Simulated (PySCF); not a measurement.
Computed shifts of a molecule C2H12OSi3, PBE/pcSseg-1 run with PySCF, GIAO, gas phase, atoms alike by connectivity averaged where their shifts nearly agree, in ppm (number of nuclei): ¹³C: 58.6 (1), -3.2 (1). ²⁹Si: 7.7 (1), -77.8 (1), -114.0 (1). ¹H: 5.74 (1), 4.17 (3), 4.00 (3), 3.71 (3), 1.04 (1), 0.40 (1). References: ¹³C against TMS (σ = 182.0 ppm); ¹⁷O against H2O (σ = 334.3 ppm); ²⁹Si against TMS (σ = 335.4 ppm); ¹H against TMS (σ = 31.49 ppm), references at their B3LYP-D3(BJ)/def2-TZVP geometries, non-relativistic. Geometry optimised at B3LYP-D3(BJ)/def2-SVP. The values are those of a single conformer.

### Question
Identify the compound among the candidates.
A) C[C@@](O)([SiH3])[SiH2][SiH3]
B) C[Si@](O)([SiH3])C[SiH3]
C) C[SiH2][SiH2]C[SiH2]O
D) CO[Si@@H]([SiH3])C[SiH3]

### Answer
D, CO[Si@@H]([SiH3])C[SiH3]
